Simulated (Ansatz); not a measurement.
Cost and result for the atomization energy of F3GaH2OSi (`[OH][GaH][Si](F)(F)F`) (8 atoms, 7 bonds).

Charge 0, multiplicity 1. Correlated methods include outer-core shells of Ga, which these sets cover unevenly. Scalar relativity is left out up to krypton. Geometry: relaxed with PBE0-D4/def2-TZVP. It is one conformer, not always the lowest. Program: Ansatz. All runs use 4 threads of a server CPU on a shared host. Times are those of one run each, without the atoms' runs, and a repeat can differ threefold. Electronic energies, without spin–orbit coupling; frozen cores. CCSD(T)/CBS adds CCSD(T) − MP2 in def2-TZVPP to the MP2 limit, and its time is that of the two runs behind it. T1 = 0.014. With those shells the extrapolation isn't a true limit. B3LYP takes the VWN-RPA correlation (the form of Gaussian; ORCA's B3LYP/G).

CCSD(T)/CBS is a level of theory with its own doubt, some kJ/mol a heavy atom from the limit and from the frozen cores, so smaller differences don't rank the functionals.

```tsv
level	functions	wall time	atomization (kJ/mol)	difference from CCSD(T)/CBS	per bond
LDA (SPW92)/def2-TZVPP	242	4 s	3531.2	454.6	64.9
BLYP-D4/def2-TZVPP	242	4.9 s	3022.8	-53.8	-7.7
PBE0-D4/def2-TZVPP	242	9 s	2990.6	-86.0	-12.3
BHLYP-D4/def2-TZVPP	242	9 s	2883.5	-193.1	-27.6
r2SCAN-D4/def2-TZVPP (with forces)	242	11 s	3057.8	-18.8	-2.7
B3LYP-D4/def2-TZVPP (with forces)	242	13 s	3000.7	-75.9	-10.8
PBE-QIDH/def2-TZVPP	242	16 s	3007.6	-69.0	-9.9
B2PLYP/def2-TZVPP	242	17 s	3007.2	-69.4	-9.9
ωB97X-V/def2-TZVPP	242	17 s	3054.6	-22.0	-3.2
CCSD(T)/def2-SVP	116	29 s	2778.2	-298.4	-42.6
MP2/def2-QZVPP	447	59 s	3174.2	97.6	13.9
CCSD(T)/def2-TZVPP	242	6.8 min	2983.1	-93.5	-13.4
CCSD(T)/CBS(def2)	–	7.8 min	3076.6	0.0	0.0
```

At CCSD(T), def2-SVP lies −298.4 kJ/mol from the extrapolated value and def2-TZVPP −93.5 kJ/mol: correlation converges slowly with the basis, and small sets miss more of it in the bonded molecule than in its fragments. In def2-TZVPP, CCSD(T) changes the Hartree–Fock value by +802.1 kJ/mol (the triples alone add +53.4 kJ/mol) and MP2 by +934.8 kJ/mol; breaking electron pairs costs correlation energy, which Hartree–Fock lacks. The D4 term adds +29.9 kJ/mol with B3LYP and +15.7 kJ/mol with PBE0; it sums over pairs of atoms, weighted by their polarisabilities, and B3LYP, whose exchange is more repulsive, gets the larger term.
